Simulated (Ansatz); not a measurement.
Input for Ansatz (an electronic-structure program): R-CCSD(T)/def2-SVPD on C3H5I (a complex), monomers drawn apart or pushed together. Elements past Kr take the def2 small-core potentials; no spin–orbit coupling. The run froze 12 orbitals, filled d shells among them.

Ansatz 0.2 input:
```yaml
crystal:
  periodic: [false, false, false]
  atoms:
    - {symbol: C, position_ang: [-0.36684336, -0.09415075, 0.76662074]}
    - {symbol: C, position_ang: [-0.26250146, -1.05475692, 0.05944209]}
    - {symbol: H, position_ang: [-0.44791120, 0.75045712, 1.40921915]}
    - {symbol: H, position_ang: [-0.17604532, -1.90233454, -0.57582001]}
    - {symbol: C, position_ang: [2.20969470, -0.08979116, 5.72819687]}
    - {symbol: I, position_ang: [1.49762359, 1.87706379, 6.25821452]}
    - {symbol: H, position_ang: [1.84859029, -0.77528805, 6.48596869]}
    - {symbol: H, position_ang: [1.80504318, -0.32267637, 4.74978062]}
    - {symbol: H, position_ang: [3.29243077, -0.04476256, 5.71485552]}
basis:
  gaussian:
    orbitals: def2-SVPD
magnetization: {spin_polarized: false}
correlation: {method: ccsd_t, electrons: outside_noble_gas}
scf: {lower_state_search: off}
```

Question: What total energy does the run end on?

Answer: -413.5940 hartree (reference determinant -413.0009, T1 diagnostic 0.011).

Question: How many basis functions does it have, and what does it roughly cost on one machine?

Answer: 135 functions; around 25 core-seconds (rough).
